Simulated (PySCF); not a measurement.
## Computed vibrations of [Sm(NH3)2]2+

[Sm(NH3)2]2+ (singlet in the valence; each metal's 4f electrons, 6 of them, lie in its core potential, out of spins and levels). PySCF 2.14.0, RKS PBE0, Sm lcecp-0-SVP with ECP52, N def2-SVP, H def2-SVP; non-relativistic Hamiltonian with scalar-relativistic core potentials where named; density fitting; no spin-orbit coupling. Central differences of gradients.

```xyz
9

Sm   -0.0029   -0.2830    0.0000
N     0.0126    1.2185    2.1666
H     0.8259    1.8401    2.2638
H    -0.7877    1.8567    2.2638
H     0.0072    0.6963    3.0526
N     0.0126    1.2190   -2.1662
H     0.8173    1.0714   -2.7892
H    -0.7950    1.0880   -2.7892
H     0.0230    2.2336   -2.0014
```

Run from Python with OMP_NUM_THREADS=2. Where DIIS fails, smearing, a level shift and second-order steps follow.
It took 87 s on 2 threads of Arm Neoverse V2 (shared host).

(1) What are the harmonic wavenumbers and infrared intensities?

(2) Is this a minimum?

An lcecp potential fixes the number of 4f electrons, so in runs with it no electron can move into or out of that shell.

Answers

(1) Modes are labelled in Cs; negative numbers are unstable modes, those under 60 cm⁻¹ near the noise; a finer grid moves soft modes by up to 10 cm⁻¹.
```csv
cm⁻¹,km/mol,symmetry
-54,–,a''
43,2.7,a'
76,0.0,a''
281,2.0,a'
283,8.4,a'
547,52.9,a'
552,3.2,a''
568,148.2,a''
576,95.5,a'
1343,166.6,a'
1346,81.5,a'
1638,42.1,a'
1638,61.2,a''
1639,22.6,a'
1640,3.2,a''
3441,108.6,a'
3443,42.0,a'
3528,78.5,a''
3528,84.4,a'
3530,97.5,a''
3532,89.0,a'
```

(2) Probably not: 1 unstable, though so soft as to be near the noise; the lowest moves the atoms so:
```
Sm   0.01  0.00  0.00
N   -0.04  0.00  0.00
H   -0.04  0.00  0.01
H   -0.04  0.00 -0.01
H   -0.05  0.00  0.00
N   -0.01  0.00  0.00
H   -0.31 -0.40 -0.29
H   -0.30  0.41  0.29
H    0.56 -0.01  0.00
```
